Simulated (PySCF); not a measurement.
Run record: geometry optimisation, `[NH3]->[Zn+2](<-[NH3])(<-[NH3])<-[NH3]`.

Method: PBE0-D3(BJ)/def2-SVP geometry optimisation, gas phase (PySCF 2.14.0). Start geometry: GFN2-xTB. The command runs a driver script over a list of jobs; the input below is this job's line of settings and its coordinates in Å.

Command:
```bash
OMP_NUM_THREADS=1 python probes_run.py task.json out
```

Input:
```
{"job": {"xc": "PBE0", "basis": "def2-SVP", "d3": "d3bj", "grid": 1, "kind": "geom"}, "charge": 2, "multiplicity": 1}
N     -1.030160     0.179820     1.784220
Zn    -0.013770    -0.010120     0.002910
N     -0.524010     1.556920    -1.229320
N     -0.465370    -1.795660    -0.917930
N      2.010750     0.058630     0.358900
H     -1.677790     0.971330     1.804640
H     -0.418200     0.321490     2.591540
H     -1.602810    -0.630870     2.031370
H     -0.508240     2.466840    -0.762050
H      0.094330     1.666110    -2.037010
H     -1.464370     1.479760    -1.624760
H     -0.802280    -1.686990    -1.877680
H     -1.191750    -2.339960    -0.446300
H      0.332200    -2.432320    -0.990740
H      2.581590     0.007240    -0.488490
H      2.315390     0.914510     0.829160
H      2.350510    -0.702660     0.951730
```

Q: What does the run print?

A: 
```
step   0  E = -2004.27581078  max force = 0.002497
step   1  E = -2004.27603008  max force = 0.000242
step   2  E = -2004.27604003  max force = 0.000186
optimisation converged
```

Energies in Eh; «max force» is the largest Cartesian gradient component in Eh/bohr.

Q: How much energy does the optimisation release, in kJ/mol?

A: E(step 0) − E(last step) = 0.000229 Eh, which is 0.6 kJ/mol.

Q: Give the first gradient maximum in eV/Å.

A: With 1 Eh/bohr = 51.422 eV/Å, 0.128 eV/Å.

Summary of the converged run: final energy -2004.27604 Eh after 2 steps.

Q: Where do the atoms end?

A: 0.017 Å rms from the input after alignment:
```
atom  x, y, z in Å
N1    -1.0353    0.1764    1.7936
Zn2   -0.0122   -0.0088    0.0029
N3    -0.5276    1.5664   -1.2385
N4    -0.4706   -1.8035   -0.9224
N5     2.0256    0.0619    0.3642
H6    -1.6895    0.9665    1.8187
H7    -0.4260    0.3184    2.6070
H8    -1.6071   -0.6393    2.0395
H9    -0.5081    2.4825   -0.7766
H10    0.0876    1.6741   -2.0527
H11   -1.4720    1.4944   -1.6335
H12   -0.8080   -1.6992   -1.8858
H13   -1.2013   -2.3480   -0.4509
H14    0.3248   -2.4476   -0.9953
H15    2.6010    0.0097   -0.4839
H16    2.3349    0.9199    0.8345
H17    2.3700   -0.6998    0.9595
```

The ion is multiply charged and computed in the gas phase, without counter-ions or solvent.

Q: How long does this job take on an x86-64 server with one thread, on a shared host?

A: About 36 s.
Labels such as C1 count atoms from 1, the log's own numbers from 0.
